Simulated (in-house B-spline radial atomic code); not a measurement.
How numerical settings move a run on neutral iridium, [Xe] 4f14 5d7 6s2. Computed with a B-spline radial code for spherical atoms: Dirac-Hartree-Fock, average of configuration, Fermi nucleus of rms radius 5.4032 fm.

Command:
```bash
python run_scf.py task.json out
```
Settings of the sound reference run:
```
Z                77
electrons        77
configuration    [Xe] 4f14 5d7 6s2
hamiltonian      dirac
method           hf
spin_polarised   False
nucleus          fermi
rms_radius       5.4032
mass_number      193
atomic_mass      192.9629
speed_of_light   137.036
knot_spacing     0.22
spline_order     8
gauss_points     12
box_radius       50
max_iterations   70
damping          0.5
damped_steps     3
diis_vectors     10
tolerance        1e-08
start            Thomas-Fermi
```

Time taken, with all properties: 1.8 s on 1 thread of Arm Neoverse V2, on a shared host.

It converges in 11 iterations to -17846.760668 hartree, with 6s1/2 at -8.14625 eV. The other runs change the listed settings, some to values that make no sense; their results aren't properties of the atom or ion. Radii are in bohr (the nuclear one in fm), a minus after a letter asks for a j subshell, and «unchanged» means within 1e-8 hartree. The run stops when the residual is below 10 × tolerance × max(1, Z/10), or a noise floor if that is larger, and the energy moves by less than 1e-8 × √|E| hartree; so very loose and very tight tolerances often act alike.

```tsv
changed settings	outcome
max_iterations = 5	not converged after 5 iterations, last residual 1.4e-03, last energy +7.05e-05 hartree from the reference
gauss_points = 5	converged in 11 iterations, energy -4.10e-07 hartree from the reference
electrons = 80, configuration = [Xe] 4f14 5d7 6s2 7s3, max_iterations = 100	stopped with error: shell 7s holds at most 2 electrons
max_iterations = 12	converged in 11 iterations, energy unchanged
tolerance = 1e-06	converged in 9 iterations, energy unchanged, 6s1/2 level -1.9e-04 eV
spin_polarised = True	stopped with error: spin polarisation is not served with the Dirac Hamiltonian
box_radius = 10, first_knot = 1.3e-06, max_iterations = 75, damping = 0.8, diis_vectors = 1	not converged after 75 iterations, last residual 5.3e+00, last energy +3.47e+02 hartree from the reference
gauss_points = 16, max_iterations = 75, damped_steps = 8	converged in 13 iterations, energy unchanged, 6s1/2 level +9.8e-06 eV
max_iterations = 2	not converged after 2 iterations, last residual 2.0e-01, last energy +1.61e+00 hartree from the reference
gauss_points = 8, box_radius = 2, max_iterations = 60, damped_steps = 0, start = bare nucleus	stopped with error: index 0 is out of bounds for axis 0 with size 0
electrons = 78, configuration = [Xe] 4f14 5d7 6s2 7p-1, max_iterations = 75	converged in 11 iterations to -17846.7495 hartree, a different physical problem (warning: 7p1/2 has a positive eigenvalue: unbound, held by the box)
gauss_points = 4	converged in 11 iterations, energy +1.30e-05 hartree from the reference, 6s1/2 level -4.2e-07 eV
```

Task: What happens with max_iterations = 3?

Result: Not converged after 3 iterations, last residual 3.5e-02, last energy +1.92e-02 hartree from the reference.

Task: What happens with gauss_points = 3?

Result: Converged in 11 iterations, energy +3.56e-03 hartree from the reference, 6s1/2 level -8.3e-05 eV.

Task: What happens with tolerance = 1e-13?

Result: Converged in 12 iterations, energy unchanged, 6s1/2 level +1.4e-06 eV.

Task: What happens with gauss_points = 4, max_iterations = 3, damped_steps = 1, start = bare nucleus?

Result: Not converged after 3 iterations, last residual 1.1e+01, last energy +9.21e+02 hartree from the reference.
